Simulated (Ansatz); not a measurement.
Consider the ligand exchange at the Sn–N bond: `CC[N](C)[Sn]([Cl])([Cl])[Cl]` + `CC(C)N` → `CC(C)[NH][Sn]([Cl])([Cl])[Cl]` + `CCNC`.

Computed with Ansatz on PBE0-D4/def2-TZVP structures; ΔE is electronic, products minus reactants. CBS: MP2 limit from def2 TZ/QZ plus the TZ coupled-cluster correction, frozen cores. Functionals use def2-TZVPP. HSE06 is defined as in plane-wave codes. def2 core potentials past Kr. For Sn outer-core shells are correlated without core-valence functions, which leaves a few kJ/mol of doubt a bond. One conformer a species, not always the lowest.

```tsv
level	ΔE (kJ/mol)
LDA (SPW92)	-0.2
HSE06	-7.6
MP2/def2-TZVPP	-1.0
SCS-MP2/def2-TZVPP	-3.8
```

Question: What does CCSD(T)/CBS give? (Best estimate.)

Answer: Ansatz gave: -1.8 kJ/mol. The listed levels differ from it by 1.6, -5.8, 0.8, -2.0 kJ/mol.

Largest T1 diagnostic among the species: 0.011.

The D4 term adds +5.7 kJ/mol with B3LYP and +3.0 kJ/mol with PBE0; it sums over pairs of atoms, weighted by their polarisabilities, and B3LYP, whose exchange is more repulsive, gets the larger term. In def2-TZVPP, CCSD(T) changes the Hartree–Fock value by +12.2 kJ/mol (the triples alone add +2.0 kJ/mol) and MP2 by +14.5 kJ/mol.

B3LYP here is the variant with VWN-RPA as its local correlation; programs differ in this.
